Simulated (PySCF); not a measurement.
**How methods differ on the ionisation energy of Pb**

Pb [Xe] 4f14 5d10 6s2 6p2 (3P) → Pb⁺ [Xe] 4f14 5d10 6s2 6p1 (2P), as a difference of total energies. Calculation: PySCF 2.14, in aug-cc-pwCVQZ-PP with ECP60MDF (10s10p8d6f4g1h, 169 functions); a scalar-relativistic core potential. The calculations carry no spin-orbit coupling.

```
 method  ionisation energy (eV)  difference from reference (eV)
    UHF                   6.561                          -0.856
  HSE06                   7.020                          -0.397
 PBEsol                   7.004                          -0.413
LC-wPBE                   7.070                          -0.347
```

Reference: 7.417 eV (measured; NIST Atomic Spectra Database, ionization energies).

Spin-orbit coupling is strong in these open shells (close to jj coupling). The scalar numbers leave it out and a first-order estimate fails, so it can dominate the gap to the real levels.
